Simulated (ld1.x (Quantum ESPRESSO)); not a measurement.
# Building the TM potential for erbium (Er) (LDA (PZ), non-relativistic).

```json
{
 "Element": "erbium",
 "Generator": "ld1.x (Quantum ESPRESSO) 7.5",
 "Type": "norm-conserving Troullier–Martins (Kleinman–Bylander form)",
 "Functional": "LDA (PZ)",
 "Relativity": "non-relativistic",
 "Frozen core": "[Kr] 4d10",
 "Valence charge": "22",
 "Reference configuration": "4f12 5s2 5p6 5d0 6s2 6p0",
 "Partial waves": "5s (bound): rc 1.80 bohr; 5d (bound, empty): rc 2.15 bohr; 4f (bound): rc 1.05 bohr; 5p (bound): rc 1.75 bohr",
 "Local potential": "the p channel",
 "Core correction": "Bessel-smoothed model core inside 0.70 bohr"
}
```

Occupied shells without a wave of their own: 6s. They enter only through the test configuration that unscreens the potential, and ld1.x also counts them in the model core charge.

(1) Estimate the cutoffs (Ry, on a coarse ladder) from which the occupation-weighted sum of valence levels, in a spherical-Bessel basis at the reference potential, stays within 10 and 1 mRy of its value at 400 Ry.

(2) What does a ghost test show?

(3) Which valence shell sets the plane-wave cutoff?

Results:

(1) over 300 Ry and over 300 Ry.

(2) No extra level below or beside the all-electron valence levels (s, d, f, p tested).

(3) 4f: its level needs over 300 Ry to come within 1 mRy, against 50 Ry for 5s.

Its largest configuration-test error is -925 meV (4f12 5s2 5p6 5d0 6s0 6p0). 5 of 9 tests not solved or not reliable. Not counted: 4f11 5s2 5p6 5d0 6s0 6p0 (solver errors, printed error -1.5 eV); 4f12 5s2 5p6 5d0 6s0 6p2 (pseudo-atom not self-consistent, printed error -4931 eV).

ld1.x takes every shell without a wave as core, so the model core holds the 6s electrons as well and exchange and correlation see them twice. This cancels in the reference configuration, but the file is broken for other ones, and its errors say nothing about a proper core correction.
